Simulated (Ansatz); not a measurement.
Energy needed to pull apart CH$_{4}$Te (SMILES C[TeH]), closed shell, into free ground-state atoms, from the structure below (displaced at random from its PBE0-D4/def2-TZVP minimum); no zero-point or spin–orbit terms; open-shell atoms are treated unrestricted, in their ground-state multiplicity.

C1  (-0.259, -0.336, -0.555)
Te2  (0.387, -0.107, 1.487)
H3  (-0.974, 0.392, -0.673)
H4  (-0.608, -1.297, -0.637)
H5  (0.603, -0.174, -1.074)
H6  (0.853, 1.339, 1.354)
(Å)

Program: Ansatz 0.2.0. Basis: def2-TZVPP. Cores are frozen in the correlated methods. Filled d shells of the heavier atoms are correlated. Core potentials replace the inner electrons of the atoms past krypton. The def2 sets are not built for correlating such inner shells, so the correlated values are less sure here.

```json
{"method": "PBE-D4", "atomization energy (kJ/mol)": "1807"}
{"method": "r2SCAN-D4", "atomization energy (kJ/mol)": "1787"}
{"method": "PBE0-D4", "atomization energy (kJ/mol)": "1787"}
{"method": "wB97M-V", "atomization energy (kJ/mol)": "?"}
{"method": "HF", "atomization energy (kJ/mol)": "?"}
{"method": "MP2", "atomization energy (kJ/mol)": "1755"}
{"method": "CCSD", "atomization energy (kJ/mol)": "1733"}
{"method": "CCSD(T)", "atomization energy (kJ/mol)": "1757"}
```

(1) What does HF give? (Judge from chemistry; the value comes from the calculation.)

(2) What does wB97M-V give? (Judge from chemistry; the value comes from the calculation.)

T1 diagnostic: at most 0.010.

Answers

(1) The calculation gives: 1288 kJ/mol, which is about 469 kJ/mol less than CCSD(T)/def2-TZVPP.

(2) The calculation gives: 1787 kJ/mol, which is about 30 kJ/mol more than CCSD(T)/def2-TZVPP.

In triple zeta the MP2 and coupled-cluster atomization energies are still short of their basis limit by a few kcal/mol a bond, whereas those of the functionals are nearly converged, so these differences are not deviations from converged CCSD(T).

For scale, one of the runs: CCSD(T)/def2-TZVPP forces, 137 basis functions (an equivalent command: `ansatz run in.yaml --threads 2`). The run took 68 s on 2 CPU threads (shared host), with 1.4 GiB of host memory at its peak.
